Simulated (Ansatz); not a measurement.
The cluster Li11⁻. Total charge -1; singlet. Geometry B3LYP/def2-SVPD; atoms count from 1.

```xyz
11

Li   -0.8283   -2.5025    0.7436
Li    0.4155    2.2167    1.1131
Li    1.3946   -0.6462    0.2359
Li   -2.4567    2.0671    2.3245
Li   -1.4990    0.4069    0.0767
Li    1.8402   -3.4808   -0.4654
Li   -0.1356   -1.5803   -1.9563
Li   -1.6920    3.3274   -0.5624
Li    2.6860   -1.0462   -2.4331
Li   -0.3202   -0.1265    2.7185
Li    0.5955    1.3645   -1.7951
```

The restricted singlet is unstable towards broken spin symmetry in Hartree–Fock (as tested in another run); at PBE0/def2-TZVPD this wasn't settled. The structure comes from a short search, and lower isomers may exist.

Question: Estimate the Mulliken populations from the PBE0/def2-TZVPD orbitals of Ansatz.

Answer: 
```tsv
atom	charge (e)
Li1	-0.09
Li2	-0.36
Li3	0.45
Li4	-0.33
Li5	0.45
Li6	-0.33
Li7	-0.36
Li8	-0.32
Li9	-0.32
Li10	-0.09
Li11	0.29
```
Mulliken values and Mayer orders depend strongly on the basis. With diffuse functions, as here, like atoms can get unlike values, and bond orders can come out too low or too high.

Question: And the Mayer bond orders between bonded heavy atoms (over 0.3)?

Answer: Li1–Li6 0.44 (3.09 Å); Li2–Li4 0.36 (3.12 Å); Li2–Li8 0.49 (2.91 Å); Li4–Li10 0.44 (3.09 Å); Li6–Li7 0.36 (3.12 Å); Li7–Li9 0.49 (2.91 Å). Values over 0.3 also appear between atoms too far apart for a bond (Li4–Li8 0.51 at 3.24 Å; Li6–Li9 0.51 at 3.24 Å); they arise where an orbital or an unpaired electron spreads over both atoms.
